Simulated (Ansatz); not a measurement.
CdCl₂, singlet, at a GFN2-xTB geometry (such geometries of metal compounds can be far from the true shape) (core potentials on Cd); Ansatz (a program for electronic structure) with PBE/def2-SVP.

The Ansatz input:
Ansatz 0.2 input:
```yaml
crystal:
  periodic: [false, false, false]
  atoms:
    - {symbol: Cd, position_ang: [-0.39671305, 0.18389913, -0.31449633]}
    - {symbol: Cl, position_ang: [1.79622522, 0.09929264, -0.90545355]}
    - {symbol: Cl, position_ang: [-0.67609427, -0.61853724, 1.79344318]}
basis:
  gaussian:
    orbitals: def2-SVP
    occupation: {up: {"A1": 12, "A2": 3, "B1": 3, "B2": 9}, down: {"A1": 12, "A2": 3, "B1": 3, "B2": 9}}
hamiltonian:
  xc: pbe
```

What the program printed (banner, timings and long lists left out):

```
Functional definition: PBE
the irreps are read with x along [0.135, 0.920, 0.368], y along [-0.663, -0.192, 0.724] and z along [0.737, -0.341, 0.584] of the geometry given
698 factors; their error is unknown
mean field evaluation 1: about -29582.5872 eV, gradient 1.7e1 eV
mean field evaluation 2: about -29583.2653 eV, gradient 7.6e-1 eV
mean field evaluation 4: about -29583.2345 eV, gradient 3.7e-2 eV
mean field -29583.23451045 eV, -1087.1638160225 hartree, gradient 5.2e-6 eV, S^2 0.000000; 0 other end points of the search recorded, 0 dependent functions left out
reference -29583.23454553 eV, -1087.1638173118 hartree; 27, 27 occupied and 40, 40 virtual orbitals, 698 factors
Total energy: -29583.23454553 eV, -1087.1638173118 hartree
```
